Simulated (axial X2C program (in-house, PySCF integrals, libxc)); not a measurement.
## Testing model relations on NaSr⁺

A bond curve at the PBE0 level, two-component, was computed with an in-house all-electron X2C program for linear molecules (integrals from PySCF) (basis Sr dyall-cv3z [13s12p8d5f1g], Na dyall-cv3z [9s8p5d2f] (cores contracted in-house)) for the state Ω = 0 (closed shell). Its fit gives Re = 3.6657 Å, ωe = 123.0 cm⁻¹, ωexe = 0.421 cm⁻¹ and αe = 3.647e-04 cm⁻¹; the masses are 87.9056 and 22.9898 u. Two-component means X2C with spin–orbit coupling and atomic mean-field Coulomb and Gaunt terms.

(1) Find the reduced mass, Be and the force constant.

(2) Estimate De from a Morse curve and compare with the computed well depth of 1.182 eV to Sr + Na+.

(3) Estimate the centrifugal constant by the Kratzer relation.

(4) Where do the fundamental and the first overtone lie?

(5) Give B0, the J = 1←0 line in GHz and the most populated J at 300 K (kT = 208.5 cm⁻¹).

The state is one determinant whose occupation by symmetry is held fixed; it was picked as the lowest of a PBE0 search that is not exhaustive. De is counted from the lowest determinant-based energies of the atoms at the same level, without counterpoise correction.

Answers

(1) From the PBE0 values: μ = 18.2238 u. Be = 16.8576/(μ Re²) = 0.06884 cm⁻¹. k = 5.8918×10⁻⁷ μ ωe² = 0.162 mdyn/Å.

(2) De(Morse) = ωe²/(4ωexe) = 1.114 eV against 1.182 eV computed, a ratio of 0.94. For De the Morse form works well here.

(3) D = 4Be³/ωe² = 8.63e-08 cm⁻¹.

(4) ν(1←0) = ωe − 2ωexe = 122.2 cm⁻¹; ν(2←0) = 2ωe − 6ωexe = 243.5 cm⁻¹.

(5) B0 = Be − αe/2 = 0.06866 cm⁻¹; 2B0 = 4.117 GHz; J(max) ≈ √(kT/2B0) − 1/2 = 38.5, so J = 38.
